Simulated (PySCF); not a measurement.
C₂H₇NOSi₂, SMILES CC1=N[SiH2]O[SiH2]1.

Geometry optimised at B3LYP-D3(BJ)/def2-SVP. This is a generated structure with no PubChem entry under its InChIKey; it may be hypothetical.

Level of theory: B3LYP-D3(BJ)/def2-SVP (PySCF).

Frequencies are harmonic and unscaled.

```tsv
mode	ν (cm⁻¹)	IR (km/mol)	moving atoms (share of kinetic energy)
1	120	1.3	H 88 %
2	146	1.1	O 49 %, H 31 %, Si 14 %
3	195	0.8	H 38 %, N 37 %, C 16 %
4	280	0.4	C 37 %, H 30 %, Si 23 %
5	352	5.8	H 51 %, C 35 %, N 14 %
6	422	6.7	Si 50 %, O 21 %, C 19 %
7	463	22.1	Si 48 %, N 23 %, C 14 %, O 9 %
8	550	1.9	C 42 %, Si 25 %, H 21 %, N 12 %
9	625	59.8	H 69 %, C 20 %, Si 10 %
10	682	16.4	H 67 %, Si 18 %, N 12 %
11	696	5.0	H 94 %
12	700	66.2	H 81 %, O 10 %
13	703	3.2	O 44 %, Si 28 %, H 26 %
14	757	56.9	H 41 %, N 40 %, Si 10 %, C 8 %
15	798	26.6	H 44 %, Si 26 %, N 17 %, O 10 %
16	925	342.4	H 54 %, O 23 %, Si 18 %
17	955	232.9	O 48 %, H 37 %, Si 14 %
18	970	239.7	H 93 %
19	999	30.1	H 83 %
20	1005	2.9	H 62 %, C 38 %
21	1005	54.5	H 53 %, C 25 %, N 14 %
22	1178	12.3	C 67 %, H 29 %
23	1371	11.1	H 72 %, C 28 %
24	1431	19.8	H 95 %
25	1445	12.8	H 96 %
26	1665	147.0	C 57 %, N 41 %
27	2229	138.6	H 98 %
28	2230	122.6	H 96 %
29	2257	156.4	H 95 %
30	2260	101.0	H 98 %
31	3016	7.7	H 97 %
32	3086	7.5	H 91 %, C 9 %
33	3136	8.0	H 90 %, C 10 %
```
